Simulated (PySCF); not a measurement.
Species: CH8B4S.
Atom-mapped SMILES: `[BH2:1][BH:2][CH2:3][BH:4][S:5][BH2:6]` (hydrogens: H7, H8 on B1; H9 on B2; H10, H11 on C3; H12 on B4; H13, H14 on B6)

Computed by this run: PBE0-D3(BJ)/def2-SVP geometry optimisation, gas phase (PySCF 2.14.0); density fitting, grid level 1; the optimiser is geomeTRIC in internal coordinates, started from a GFN2-xTB structure with every atom displaced at random (about 0.01 Å).

Step 0: E = -14691.8833 eV
```
atom  x, y, z in Å  |  force x, y, z in eV/Å
B1     -2.4182    1.2070   -0.0991   -0.271   0.755  -0.159
B2     -1.7287   -0.1823   -0.4662    0.930  -0.688   1.265
C3     -0.8109   -0.9554    0.5675    1.002   0.905   0.210
B4      0.7103   -0.7690    0.0626   -2.201  -0.123   0.850
S5      1.7178    0.4888    0.8058   -0.282   0.748   0.946
B6      3.2326    0.4456   -0.0902   -0.273  -0.236  -0.093
H7     -1.9043    2.2617   -0.2883    0.441   0.489  -0.078
H8     -3.5063    1.3172    0.3423   -0.772  -0.098   0.389
H9     -1.8323   -0.6951   -1.4955   -0.247  -0.574  -1.503
H10    -0.9261   -0.5877    1.6009    0.039   0.067  -0.049
H11    -1.0764   -2.0092    0.5450   -0.022  -0.616  -0.267
H12     1.1240   -1.4156   -0.7978    0.593  -0.771  -1.077
H13     3.3545   -0.3163   -0.9650    0.200  -0.624  -0.745
H14     4.0573    1.1964    0.2279    0.863   0.766   0.311
```

Step 1: E = -14692.1556 eV
```
atom  x, y, z in Å  |  force x, y, z in eV/Å
B1     -2.4565    1.2293   -0.1090    0.034  -0.208   0.046
B2     -1.7406   -0.2450   -0.3960   -0.061   0.159  -0.162
C3     -0.7869   -0.9678    0.6252   -0.207  -0.063  -0.023
B4      0.6142   -0.7027   -0.0059    0.353  -0.277   0.326
S5      1.6664    0.5852    0.7583   -0.086  -0.051  -0.106
B6      3.2493    0.4343   -0.0739   -0.036   0.030  -0.012
H7     -1.8321    2.2522   -0.2826    0.027   0.054  -0.063
H8     -3.5903    1.3667    0.2913   -0.042  -0.018   0.005
H9     -1.8517   -0.7493   -1.5073   -0.016   0.065   0.158
H10    -0.8726   -0.6110    1.6620    0.022   0.061  -0.047
H11    -0.9973   -2.0551    0.5643    0.122   0.127  -0.103
H12     1.0592   -1.3482   -0.9287   -0.099   0.159   0.012
H13     3.4018   -0.3630   -0.9625    0.008  -0.006  -0.011
H14     4.1305    1.1606    0.3148   -0.019  -0.032  -0.021
```

Problem. Estimate the geometry and energy of step 2. (The exact step hangs on the optimiser's Hessian estimate; all steps are aligned on step 1, rigid shifts and turns removed.)

Solution. E = -14692.1789 eV, largest force 0.148 eV/Å
```
atom  x, y, z in Å  |  force x, y, z in eV/Å
B1     -2.4740    1.2295   -0.1168    0.015  -0.039   0.010
B2     -1.7052   -0.2113   -0.3972    0.022  -0.004   0.004
C3     -0.7948   -0.9695    0.6420    0.027   0.129   0.067
B4      0.6428   -0.7179    0.0926    0.060  -0.076  -0.107
S5      1.7184    0.5616    0.8219   -0.103  -0.025   0.083
B6      3.2469    0.4223   -0.1070    0.002  -0.030  -0.004
H7     -1.8817    2.2772   -0.2737   -0.009   0.005  -0.023
H8     -3.6305    1.3218    0.2329   -0.001  -0.019   0.007
H9     -1.7731   -0.6911   -1.5161   -0.017   0.035   0.013
H10    -0.9254   -0.6421    1.6828   -0.018   0.023   0.000
H11    -0.9972   -2.0497    0.5264    0.027   0.005  -0.032
H12     1.0715   -1.3212   -0.8599   -0.003  -0.020   0.002
H13     3.3428   -0.3611   -1.0162    0.005   0.001   0.005
H14     4.1530    1.1374    0.2384   -0.007   0.015  -0.023
```

The energy changes by -0.0234 eV. The first-order estimate −F·Δx gives -0.0495 eV and the mean of the old and new forces, exact on a quadratic surface, -0.0235 eV. The step makes an angle of 76° with the force vector and moves no atom by more than 0.104 Å.

What follows is the cost of the whole optimisation. On one thread, Arm Neoverse V1 (aarch64), no GPU, on a shared host, this took 65 s of wall time and 0.53 GiB of memory at its peak.
